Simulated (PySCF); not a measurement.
A structure optimised at PBE0-D3(BJ)/def2-TZVP, used in a PySCF frequency run:

```
C
F 1 1.3860
H 1 1.0943 2 107.38
H 1 1.0943 3 108.66 2 115.85
C 1 1.5037 3 111.58 4 123.45
H 5 1.0915 1 110.75 3 179.41
H 5 1.0915 6 108.63 1 121.84
H 5 1.0929 6 108.37 7 117.54
```

Q: Write its SMILES, formula and point group.

A: CCF, C2H5F, Cs

Q: What are its rotational constants (standard atomic weights)?

A: 36.613, 9.4243, 8.2750 GHz
